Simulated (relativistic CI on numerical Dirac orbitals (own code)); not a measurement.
Level scheme of Sc¹⁶⁺

Calculated at this level of theory: Dirac-Coulomb-Breit CI, KLI orbitals optimised for each configuration, QED by a radiative potential, unscaled Slater integrals (own radial code, finite nucleus).

CI space (outside the closed core 1s2): 2s2 2p, 2s 2p2, 2p3, 2p2 3s, 2p2 3p, 2p2 3d, 2s2 3s, 2s2 3p, 2s2 3d, 2s 2p 3s, 2s 2p 3p, 2s 2p 3d, 2s2 4s, 2s2 4p, 2s2 4d, 2s2 4f. Levels of other configurations are missing.

The lowest level is 2s2 2p 2P°_1/2, with 97 % of that term; Hund's rules for 2s2 2p give 2P° with J = 1/2, in agreement.

```tsv
No.	Configuration	Term	J	E (eV)	%	Lifetime (s)
1	2s2 2p	2P°	1/2	0.000	97	
2	2s2 2p	2P°	3/2	5.641	97	1.18e-03
3	2s 2p2(3P)	4P	1/2	35.273	99	6.59e-08
4	2s 2p2(3P)	4P	3/2	37.555	100	5.51e-07
5	2s 2p2(3P)	4P	5/2	40.351	99	1.15e-07
6	2s 2p2(1D)	2D	3/2	64.627	99	1.80e-10
7	2s 2p2(1D)	2D	5/2	65.090	99	2.44e-10
8	2s 2p2(1S)	2S	1/2	79.370	62	4.25e-11
9	2s 2p2(3P)	2P	1/2	85.642	63	3.54e-11
10	2s 2p2(3P)	2P	3/2	87.358	99	2.91e-11
11	2p3	4S°	3/2	111.286	98	3.23e-11
12	2p3	2D°	3/2	126.046	94	8.02e-11
13	2p3	2D°	5/2	126.903	100	7.97e-11
14	2p3	2P°	1/2	141.469	97	3.50e-11
15	2p3	2P°	3/2	143.090	90	3.60e-11
16	2s2 3s	2S	1/2	611.809	94	8.64e-13
17	2s2 3p	2P°	1/2	629.044	91	8.71e-12
18	2s2 3p	2P°	3/2	630.624	91	8.62e-12
19	2s 2p 3s	4P°	1/2	646.483	98	7.99e-13
20	2s2 3d	2D	3/2	646.710	94	1.40e-13
21	2s2 3d	2D	5/2	647.158	94	1.43e-13
22	2s 2p 3s	4P°	3/2	648.147	96	7.82e-13
23	2s 2p 3s	4P°	5/2	651.813	98	7.53e-13
24	2s 2p 3s	2P°	1/2	655.752	94	1.03e-12
25	2s 2p 3s	2P°	3/2	659.691	93	8.86e-13
26	2s 2p 3p	4D	1/2	661.748	75	1.33e-12
27	2s 2p 3p	4D	3/2	663.194	78	1.78e-12
28	2s 2p 3p	2P	1/2	665.466	70	3.89e-13
29	2s 2p 3p	2P	3/2	665.636	53	5.42e-13
30	2s 2p 3p	4D	5/2	665.729	96	1.56e-10
31	2s 2p 3p	4D	7/2	669.013	99	5.80e-10
32	2s 2p 3p	4S	3/2	669.297	60	1.19e-12
33	2s 2p 3p	4P	1/2	669.823	96	1.17e-11
34	2s 2p 3p	4P	3/2	672.222	70	2.10e-12
35	2s 2p 3p	2D	3/2	673.193	77	3.15e-13
36	2s 2p 3p	4P	5/2	673.262	86	2.66e-12
37	2s 2p 3p	2D	5/2	676.563	88	2.97e-13
38	2s 2p 3d	4F°	3/2	677.133	94	2.62e-12
39	2s 2p 3d	4F°	5/2	678.139	92	1.35e-12
40	2s 2p 3d	4F°	7/2	679.739	91	9.48e-13
41	2s 2p 3p	2S	1/2	680.572	94	2.63e-13
42	2s 2p 3d	4P°	5/2	682.189	43	1.41e-13
43	2s 2p 3d	4F°	9/2	682.540	100	2.92e-09
44	2s 2p 3d	4D°	3/2	682.575	68	1.07e-13
45	2s 2p 3d	4D°	1/2	682.697	90	9.21e-14
```

Energies count from the lowest computed level; ° marks odd parity; lifetimes are radiative, by E1, M1, E2, M2 decay to levels of this space only. Percentages are summed over parent terms; the parents shown are those of the largest component, closed shells are left out there.

The mean weight of the leading LS term, summed over parents, in these 45 levels is 88 %, and that of the leading jj configuration (from the same eigenvectors) 73 %, so LS coupling describes them better.

At this charge energies of transitions that change n are usually good to better than 1 %, and those within a shell (Δn = 0) to a few per cent.

LS names give the leading component of a level, which can be under half, so a name can repeat, a term be missing and a line seem to break the LS rules.
